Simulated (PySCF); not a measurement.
Exercise with solution: chemical shift, span and skew from a shielding tensor

B(Cl)2(NCO) (CBCl2NO), SMILES O=C=NB(Cl)Cl. Atoms are numbered in the order given.

```xyz
6

B      0.0000     0.0000     0.4285
Cl     0.0000     1.5226     1.3160
Cl     0.0000    -1.5226     1.3160
N      0.0000     0.0000    -0.9777
C      0.0000     0.0000    -2.1869
O      0.0000     0.0000    -3.3651
```

Coordinates come from a PBE-D3(BJ)/def2-SVP optimisation. The structure was generated by enumeration, and PubChem lists no compound with its InChIKey, so it may never have been made. One conformer was computed; it need not be the lowest.

GIAO shieldings from PBE/pcSseg-1 run with PySCF, non-relativistic, no solvent. The symmetric part of the tensor of C5 has the principal values -39.3, -39.0, 247.2 ppm. The same nucleus in TMS has σ = 182.0 ppm at this level (PySCF, at its B3LYP-D3(BJ)/def2-TZVP geometry). Without spin–orbit terms, shifts of atoms bonded to Cl or Br come out too high.

Question: Work out the isotropic shielding, the ¹³C shift against TMS, the span and the skew.

Answer: 
σ(iso) = (σ11 + σ22 + σ33)/3 = 56.3 ppm. δ = σ(ref) − σ(iso) = 182.0 − (56.3) = 125.7 ppm.
Span Ω = σ33 − σ11 = 286.5 ppm. Skew κ = 3(σ(iso) − σ22)/Ω = 1.00, an axial tensor. Tumbling in solution averages the tensor to δ; in a static solid the shielding alone would spread this spin-1/2 line over Ω.
